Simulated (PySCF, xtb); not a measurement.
Bond stretch in AlH, singlet.

Methods: RKS-B3LYP = restricted B3LYP/cc-pVTZ (PySCF); UKS-BP86/6-31G* = unrestricted BP86/6-31G*, spherical d in PySCF 2.14.0; GFN1-xTB (xtb).

Energies are in mEh, each relative to the lowest point of its own curve near equilibrium.

```json
[
 {"R / Å": "1.24", "RKS-B3LYP": "60.3", "UKS-BP86/6-31G*": "66.1", "GFN1-xTB": "85.4"},
 {"R / Å": "1.34", "RKS-B3LYP": "30.0", "UKS-BP86/6-31G*": "33.9", "GFN1-xTB": "48.1"},
 {"R / Å": "1.41", "RKS-B3LYP": "16.6", "UKS-BP86/6-31G*": "19.5", "GFN1-xTB": "31.1"},
 {"R / Å": "1.50", "RKS-B3LYP": "6.1", "UKS-BP86/6-31G*": "7.8", "GFN1-xTB": "…"},
 {"R / Å": "1.58", "RKS-B3LYP": "1.4", "UKS-BP86/6-31G*": "2.3", "GFN1-xTB": "8.2"},
 {"R / Å": "1.60", "RKS-B3LYP": "0.8", "UKS-BP86/6-31G*": "1.5", "GFN1-xTB": "6.6"},
 {"R / Å": "1.66", "RKS-B3LYP": "0.0", "UKS-BP86/6-31G*": "0.1", "GFN1-xTB": "3.1"},
 {"R / Å": "1.70", "RKS-B3LYP": "…", "UKS-BP86/6-31G*": "0.0", "GFN1-xTB": "1.5"},
 {"R / Å": "1.78", "RKS-B3LYP": "2.0", "UKS-BP86/6-31G*": "1.2", "GFN1-xTB": "0.0"},
 {"R / Å": "1.84", "RKS-B3LYP": "…", "UKS-BP86/6-31G*": "3.1", "GFN1-xTB": "0.1"},
 {"R / Å": "1.92", "RKS-B3LYP": "8.2", "UKS-BP86/6-31G*": "6.6", "GFN1-xTB": "1.5"},
 {"R / Å": "2.05", "RKS-B3LYP": "16.2", "UKS-BP86/6-31G*": "13.9", "GFN1-xTB": "6.2"},
 {"R / Å": "2.24", "RKS-B3LYP": "29.4", "UKS-BP86/6-31G*": "26.4", "GFN1-xTB": "16.1"},
 {"R / Å": "2.49", "RKS-B3LYP": "47.3", "UKS-BP86/6-31G*": "43.6", "GFN1-xTB": "32.4"},
 {"R / Å": "2.72", "RKS-B3LYP": "62.9", "UKS-BP86/6-31G*": "58.8", "GFN1-xTB": "…"},
 {"R / Å": "2.96", "RKS-B3LYP": "77.7", "UKS-BP86/6-31G*": "73.3", "GFN1-xTB": "66.4"},
 {"R / Å": "3.33", "RKS-B3LYP": "97.0", "UKS-BP86/6-31G*": "90.7", "GFN1-xTB": "92.1"},
 {"R / Å": "3.71", "RKS-B3LYP": "112.7", "UKS-BP86/6-31G*": "101.0", "GFN1-xTB": "116.5"},
 {"R / Å": "4.06", "RKS-B3LYP": "124.0", "UKS-BP86/6-31G*": "106.6", "GFN1-xTB": "137.7"},
 {"R / Å": "4.46", "RKS-B3LYP": "133.9", "UKS-BP86/6-31G*": "110.5", "GFN1-xTB": "160.6"},
 {"R / Å": "5.04", "RKS-B3LYP": "…", "UKS-BP86/6-31G*": "…", "GFN1-xTB": "191.0"},
 {"R / Å": "5.84", "RKS-B3LYP": "152.4", "UKS-BP86/6-31G*": "115.2", "GFN1-xTB": "—"},
 {"R / Å": "6.63", "RKS-B3LYP": "157.1", "UKS-BP86/6-31G*": "115.4", "GFN1-xTB": "—"}
]
```

### Question
Some entries are withheld; supply them.

### Answer

- 1.50, GFN1-xTB: 16.5
- 1.70, RKS-B3LYP: 0.2
- 1.84, RKS-B3LYP: 4.3
- 2.72, GFN1-xTB: 49.0
- 5.04, RKS-B3LYP: 143.9
- 5.04, UKS-BP86/6-31G*: 113.5

A dash means that the run gave no value there, or that the column was ended at a point which the program doubted or which failed a test of continuity chosen for this set; such a test can also cut sound points.

At the longest distance RKS-B3LYP leaves fractional charges on the fragments, a sign of delocalisation error or of the restricted form. The restricted form behind RKS-B3LYP keeps the bonding electrons paired and can't separate into open-shell fragments. The unrestricted determinant behind UKS-BP86/6-31G* is spin-contaminated at 3.33 to 6.63 Å (<S²> up to 1.0, against 0.00 for a pure singlet).
